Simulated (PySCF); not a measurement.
Start geometry of SnH3(NHtBu), `[H][Sn]([H])([H])[NH]C(C)(C)C` from GFN2-xTB (Å):
```
atom  x, y, z in Å
Sn1    1.0847    1.5104    1.7529
H2     0.7323    1.5441    3.3640
H3     2.5583    1.2919    1.3860
H4     0.7174    3.1059    1.1161
N5    -0.0246   -0.0132    1.0655
C6    -0.2476   -0.3805   -0.2873
C7     1.1191   -0.3720   -1.0272
C8    -0.7295   -1.8124   -0.2691
C9    -1.2505    0.5357   -0.9226
H10   -0.8879   -0.1213    1.6420
H11    0.9479   -0.7883   -1.9991
H12    1.4671    0.6607   -1.0999
H13    1.7454   -0.9171   -0.5141
H14   -0.1275   -2.4656    0.2934
H15   -0.9248   -2.2360   -1.2642
H16   -1.7356   -1.8224    0.2833
H17   -0.8571    1.5723   -1.0189
H18   -2.2185    0.5397   -0.4240
H19   -1.4314    0.1617   -1.9923
```

**Question.** What comes out of this run: PBE0-D3(BJ)/def2-SVP geometry optimisation, gas phase, def2 core potentials past Kr (PySCF)?

**Answer.** 
```
atom  x, y, z in Å
Sn1    1.0862    1.5664    1.7309
H2     0.6590    1.7749    3.3770
H3     2.7479    1.1883    1.5661
H4     0.7430    3.0024    0.8411
N5    -0.0089   -0.0612    1.1408
C6    -0.2546   -0.4077   -0.2579
C7     1.0697   -0.3578   -1.0172
C8    -0.7992   -1.8389   -0.2873
C9    -1.2643    0.5380   -0.9209
H10   -0.8693   -0.1326    1.6810
H11    0.9365   -0.6767   -2.0616
H12    1.4804    0.6664   -1.0429
H13    1.8130   -1.0144   -0.5405
H14   -0.0808   -2.5266    0.1821
H15   -0.9952   -2.1745   -1.3177
H16   -1.7467   -1.9047    0.2720
H17   -0.8936    1.5754   -0.9110
H18   -2.2245    0.5173   -0.3807
H19   -1.4615    0.2594   -1.9688
```

The energy falls by 96.2 kJ/mol over 9 energy and gradient evaluations, the largest force component goes from 0.0937 to 3.5e-04 Eh/bohr, and the atoms move by 0.135 Å rms after alignment. The bond that changes most is Sn1–H3 (ends: tin bonded to N and 3 H; hydrogen on tin), which lengthens by 0.178 Å. Bonds longer at the end by more than 0.005 Å: 11 of 18; shorter: 6. Among the angles that change most is H2–Sn1–H3, from 116.2° to 111.2°. Among the dihedrals that turn most is H3–Sn1–N5–C6, from -64° to -79°. Rotational constants go from 4290, 919.8, 916.2 to 4234, 899.2, 898.8 MHz. The orientation of the end geometry is arbitrary; only internal coordinates are fixed.

The run used 161 basis functions and 61 SCF cycles in all. The run took 5.1 min on one thread, Intel Xeon at 2.50 GHz (x86_64), no GPU, shared host with 64 logical CPUs at a one-minute load of 60, and the process peaked at 0.67 GiB of memory.

PBE0-D3(BJ)/def2-SVP frequencies: not computed here.
